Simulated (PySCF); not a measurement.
Compound: benzoyl fluoride, C7H5FO.
SMILES with atom numbers: `[O:1]=[C:2]([F:3])[c:4]1[cH:5][cH:6][cH:7][cH:8][cH:9]1` (hydrogens: H10 on C5; H11 on C6; H12 on C7; H13 on C8; H14 on C9)

Structure used (GFN2-xTB), in Å, numbered top down from 1:
```xyz
14
C7H5FO angstrom
O      3.0011   -1.0638   -0.3043
C      2.3158   -0.1149   -0.1210
F      2.9173    1.1044    0.0494
C      0.8586   -0.0292   -0.0430
C      0.1992    1.1800    0.1780
C     -1.1812    1.2033    0.2413
C     -1.9064    0.0315    0.0868
C     -1.2534   -1.1729   -0.1332
C      0.1250   -1.2077   -0.1987
H      0.7694    2.0888    0.2970
H     -1.6953    2.1373    0.4113
H     -2.9850    0.0566    0.1375
H     -1.8226   -2.0822   -0.2538
H      0.6566   -2.1315   -0.3695
```

Theory: TDDFT wB97X-D/def2-SVPD, vertical, gas phase, core orbitals frozen in the response in PySCF 2.14.0, density-fitted response routines.

Ground-to-excited transition dipoles (e·a0, same axes as the geometry; the sign carries no meaning), for the states with f of 0.002 or more among the lowest 5:

| state | E (hartree) | μx | μy | μz |
| --- | --- | --- | --- | --- |
| S1 | 0.1876 | 0.059 | 0.442 | 0.068 |
| S3 | 0.2072 | -1.314 | 0.108 | 0.075 |
| S4 | 0.2508 | -0.057 | -1.264 | -0.198 |
| S5 | 0.2553 | -1.846 | 0.195 | 0.112 |

Problem. Work out the oscillator strengths.

Solution. f = (2/3) ΔE |μ|² with ΔE in hartree (27.2114 eV).

```json
{"state": "S1", "|μ|² (au)": "0.204", "|μ| (D)": "1.15", "f": "0.025"}
{"state": "S3", "|μ|² (au)": "1.744", "|μ| (D)": "3.36", "f": "0.241"}
{"state": "S4", "|μ|² (au)": "1.640", "|μ| (D)": "3.26", "f": "0.274"}
{"state": "S5", "|μ|² (au)": "3.459", "|μ| (D)": "4.73", "f": "0.589"}
```

Problem. The point group is Cs. Which irreducible representation does each state belong to?

Solution. From a totally symmetric ground state, an allowed state transforms like the component of the dipole operator along its μ. Polarised in the mirror plane, so A′: S1, S3, S4 and S5.

Problem. What angle do the transition dipoles of S1 and S4 make?

Solution. |cos θ| = |μa·μb| / (|μa| |μb|) = 1.00, so θ ≈ 5° (taken between 0 and 90°, since the signs are arbitrary).

Problem. How is the summed strength of these states shared among x, y and z?

Solution. (2/3) Σ ΔE μα² gives 0.820 for x, 0.300 for y and 0.010 for z, 1.129 in all.

Problem. What peak molar absorption coefficient would the strongest computed level give as a lone Gaussian band 0.3 eV wide at half height?

Solution. ε(max) = 2.175×10⁸ f / FWHM, with the width in cm⁻¹. S5: 2.175×10⁸ × 0.5888 / 2420 ≈ 53000 L mol⁻¹ cm⁻¹.

One conformer stands for the species.
